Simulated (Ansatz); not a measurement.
Geometry optimisation, DFT PBE, scalar-relativistic, plane waves, PAW in Ansatz.

The input (input.yaml):

```yaml
crystal:
  lattice:
    - [6.62, 0.0, 0.0]
    - [-4.965, 8.599632, 0.0]
    - [0.0, 0.0, 5.27614]
  atoms:
    - { symbol: Sc, position: [0.0, 0.0, 0.0] }
    - { symbol: Sc, position: [0.1666667, 0.2222222, 0.5] }
    - { symbol: Sc, position: [0.0, 0.3333333, 0.0] }
    - { symbol: Sc, position: [0.1666667, 0.5555556, 0.5] }
    - { symbol: Sc, position: [0.0, 0.6666667, 0.0] }
    - { symbol: Sc, position: [0.1666667, 0.8888889, 0.5] }
    - { symbol: Sc, position: [0.5, 0.0, 0.0] }
    - { symbol: Sc, position: [0.6666667, 0.2222222, 0.5] }
    - { symbol: Sc, position: [0.5, 0.3333333, 0.0] }
    - { symbol: Sc, position: [0.6666667, 0.5555556, 0.5] }
    - { symbol: Sc, position: [0.5, 0.6666667, 0.0] }
    - { symbol: Sc, position: [0.6666667, 0.8888889, 0.5] }
    - { symbol: Li, position: [0.3332256, 0.7779842, 0.750726] }
basis:
  ecutwfc: 420.0
kpoints:
  mp_grid: { grid: [4, 3, 4] }
hamiltonian:
  xc: pbe
scf:
  occupations: { method: fermi_dirac, width: 0.05 }
  lower_state_search: "off"
relax:
  f_tol: 0.03
  max_steps: 60
  adjacent_minimum: "off"
output:
  write_density: true
  write_potential: true
  elf: true
  volumetric_format: npy
```

Run as:

```bash
$ ansatz run input.yaml --threads 4 --pin off --max-ram 10240MiB --backend cpu --events-out ev --progress --plain --runs-dir out
```

Where does it end, and by what steps?

The run converged. The force dipped under the threshold on the way, but the program's further checks kept it going. Limits of this set-up: coarse k mesh. After 16 steps the energy has fallen by 1.504 eV; Li13 moved furthest, 0.93 Å.

| step | energy less start (eV) | largest force component (eV/Å) | accepted |
| --- | --- | --- | --- |
| 0 | 0.0000 | 1.735 | yes |
| 1 | -1.2707 | 0.399 | yes |
| 2 | -1.4081 | 0.243 | yes |
| 3 | -1.4265 | 0.088 | yes |
| 4 | -1.4303 | 0.010 | yes |
| 5 | -1.4303 | 0.010 | yes |
| 6 | -1.4303 | 0.002 | yes |
| 7 | -1.4303 | 0.002 | yes |
| 8 | -1.4303 | 0.002 | yes |
| 9 | -1.4303 | 0.004 | yes |
| 10 | -1.4307 | 0.036 | yes |
| 11 | -1.4312 | 0.090 | yes |
| 12 | -1.4506 | 0.118 | yes |
| 13 | -1.4759 | 0.141 | yes |
| 14 | -1.5006 | 0.078 | yes |
| 15 | -1.5038 | 0.014 | yes |
| 16 | -1.5038 | 0.014 | yes |

```xyz
13
Lattice="6.6200 0.0000 0.0000 -4.9650 8.5996 0.0000 0.0000 0.0000 5.2761" Properties=species:S:1:pos:R:3
Sc 0.025 -0.110 -0.152
Sc -0.043 1.863 2.528
Sc -1.631 2.969 -0.103
Sc -1.637 4.773 2.564
Sc -3.554 5.461 0.003
Sc -3.309 7.669 2.487
Sc 3.382 0.454 -0.060
Sc 3.320 2.012 2.563
Sc 1.597 2.815 -0.062
Sc 1.627 4.729 2.634
Sc 0.225 5.502 0.003
Sc 0.027 7.639 2.503
Li -1.684 6.776 4.882
```

Time of the run: 5 min on 4 threads of Arm Neoverse V1, with other jobs on the host, peak memory 1.2 GiB.
